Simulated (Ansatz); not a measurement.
`C[O][SnH2][Se]C` + `[Cl][Al]([Cl])[Br]` → `C[O][SnH2][Br]` + `C[Se][Al]([Cl])[Cl]`  (redistribution)

Gas-phase electronic energies from Ansatz, PBE0-D4/def2-TZVP geometries. CCSD(T)/CBS is the MP2 limit (def2-TZVPP, def2-QZVPP) plus CCSD(T) − MP2 in def2-TZVPP, frozen cores. Functionals use def2-TZVPP. B3LYP here is the variant with VWN-RPA as its local correlation; programs differ in this. Elements past krypton have def2 core potentials. For Br, Se, Sn outer-core shells are correlated without core-valence functions, which leaves a few kJ/mol of doubt a bond. Scalar relativity is left out up to krypton. Each species was taken in one conformer, which may not be the lowest.

```tsv
level	ΔE (kcal/mol)	difference from CCSD(T)/CBS
PBE-D4	1.2	-0.8
B3LYP-D4	1.4	-0.6
ωB97X-V	1.2	-0.8
B2PLYP	1.3	-0.7
r2SCAN	1.2	-0.8
MP2/def2-TZVPP	2.4	0.4
CCSD/def2-TZVPP	1.8	-0.2
HF/def2-QZVPP	0.2	-1.8
MP2/def2-QZVPP	2.4	0.4
CCSD/CBS(def2)	1.9	-0.1
CCSD(T)/CBS	2.0	0
```

Largest T1 diagnostic among the species: 0.012.

In def2-TZVPP, CCSD(T) changes the Hartree–Fock value by +1.7 kcal/mol (the triples alone add +0.1 kcal/mol) and MP2 by +2.1 kcal/mol.
